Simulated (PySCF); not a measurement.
# EPR parameters of C4H10NO2Si

Compound: C4H10NO2Si (doublet state).
Cartesian coordinates in Å at the GFN2-xTB level; atoms count from 1:
```
atom  x, y, z in Å
O1    -1.9559    1.6858   -0.5378
C2    -2.7878    0.7003   -0.0216
O3    -2.4788   -0.5846   -0.3648
C4    -1.1131   -0.8545   -0.5716
C5    -0.2882   -0.6468    0.6794
N6     0.9559   -0.7332    0.8102
C7     1.8346   -1.0171   -0.2700
Si8    2.5194    0.6445   -0.9390
H9    -2.2946    2.5426   -0.2662
H10   -3.8560    0.8711   -0.0889
H11   -0.7176   -0.2240   -1.3804
H12   -1.0677   -1.9038   -0.8841
H13   -0.8622   -0.3955    1.5649
H14    2.6648   -1.5973    0.1382
H15    1.3765   -1.5959   -1.0814
H16    3.0645    1.4126    0.1760
H17    1.4367    1.3851   -1.5876
H18    3.5609    0.3169   -1.9163
```

The hyperfine couplings belong to this conformer and change with its torsions.

The species is `O[CH]OC/C=N\C[SiH3]` [radical].

Level of theory: UKS B3LYP, pcH-1 on C H N O Si, non-relativistic, mean-field spin-orbit, GIAO in PySCF 2.14.0. Isolated species at its GFN2-xTB geometry (one conformer only). The geometry wasn't refined by DFT: couplings that depend on bond lengths, twists or pyramidal angles can differ widely from those at the functional's own minimum. Stability of the SCF solution: not tested.

```
g1, g2, g3                      : 2.00204, 2.00372, 2.00443
g_iso                           : 2.00340
Form of g                       : rhombic: the two nearest values differ by 29 % of g3 − g1
⟨S²⟩                            : 0.7527 (exact 0.7500)
α and β electrons               : 36, 35
HOMO–LUMO gap, α and β orbitals : 4.28, 5.88 eV
```

Hyperfine couplings atom by atom, in 10⁻⁴ cm⁻¹; T1 to T3 are the principal values of the dipolar part; ρ(0) is the spin density at the nucleus (1 × 10⁻⁴ cm⁻¹ = 2.998 MHz):

| atom | isotope | a_iso | of which spin–orbit | T1 | T2 | T3 | Mulliken spin population | ρ(0) (bohr⁻³) |
| --- | --- | --- | --- | --- | --- | --- | --- | --- |
| O1 | 17O | -7.7 | 0.0 | -18.9 | 9.1 | 9.8 | 0.10 | 0.0379 |
| C2 | 13C | 94.7 | 0.0 | -23.8 | -23.5 | 47.2 | 0.80 | 0.2526 |
| O3 | 17O | -6.0 | 0.0 | -18.6 | 8.8 | 9.8 | 0.10 | 0.0295 |
| C4 | 13C | -1.1 | 0.0 | -0.5 | -0.3 | 0.8 | -0.01 | -0.0028 |
| C5 | 13C | -0.1 | 0.0 | -0.8 | -0.1 | 0.9 | 0.01 | -0.0003 |
| N6 | 14N | 0.2 | 0.0 | -0.2 | 0.0 | 0.3 | 0.00 | 0.0018 |
| C7 | 13C | 0.5 | 0.0 | -0.1 | 0.0 | 0.2 | 0.00 | 0.0012 |
| Si8 | 29Si | 0.0 | 0.0 | -0.1 | 0.0 | 0.0 | 0.00 | 0.0001 |
| H9 | 1H | -3.0 | 0.0 | -4.4 | -2.8 | 7.2 | 0.00 | -0.0021 |
| H10 | 1H | 11.5 | 0.0 | -9.8 | -1.7 | 11.5 | 0.00 | 0.0077 |
| H11 | 1H | 4.8 | 0.0 | -1.2 | -0.9 | 2.1 | 0.01 | 0.0032 |
| H12 | 1H | -0.5 | 0.0 | -0.9 | -0.8 | 1.8 | 0.00 | -0.0003 |
| H13 | 1H | 0.8 | 0.0 | -1.6 | -1.1 | 2.7 | 0.00 | 0.0005 |
| H14 | 1H | 0.2 | 0.0 | -0.2 | -0.2 | 0.3 | 0.00 | 0.0001 |
| H15 | 1H | -0.1 | 0.0 | -0.3 | -0.2 | 0.5 | 0.00 | 0.0000 |
| H16 | 1H | 0.0 | 0.0 | -0.1 | -0.1 | 0.3 | 0.00 | 0.0000 |
| H17 | 1H | 0.0 | 0.0 | -0.3 | -0.3 | 0.6 | 0.00 | 0.0000 |
| H18 | 1H | 0.1 | 0.0 | -0.1 | -0.1 | 0.2 | 0.00 | 0.0000 |

The Mulliken spin populations are largest on C2 (+0.80), O1 (+0.10) and O3 (+0.10). C2 is the only atom above +0.15. The angles at C2 add up to 343.9°, so it is pyramidal.

Axes: g3 points within 10° of the C2–O3 bond.

Under fast tumbling the dipolar parts average out, and these isotropic splittings remain: 1 × 1H (H10, I = 1/2, 2 lines) with 1.23 mT, 1 × 1H (H9, I = 1/2, 2 lines) with 0.33 mT, 2 × 1H (H11/H12, I = 1/2, 3 lines) with 0.23 mT and 1 × 1H (H13, I = 1/2, 2 lines) with 0.09 mT.

Nuclei that the bonding pattern makes equivalent are averaged, as if the motion that swaps them (rotation, inversion, ring flip) were fast. The 1H value of +6.5 MHz is a mean of couplings from -1.6 to 14.5 MHz in this one geometry, not an average over conformers.

The 17O coupling of O1 (-22.9 MHz) shows only in satellite lines or after enrichment, since that isotope makes up about 0.038 % of natural oxygen.

The 13C coupling of C2 (284.0 MHz) shows only in satellite lines or after enrichment, since that isotope makes up about 1.07 % of natural carbon.

β density exceeds α density at some nuclei, such as C4 (-0.0028) and H9 (-0.0021), spin density in bohr⁻³. In a single determinant that takes different orbitals for the two spins, that is spin polarisation.
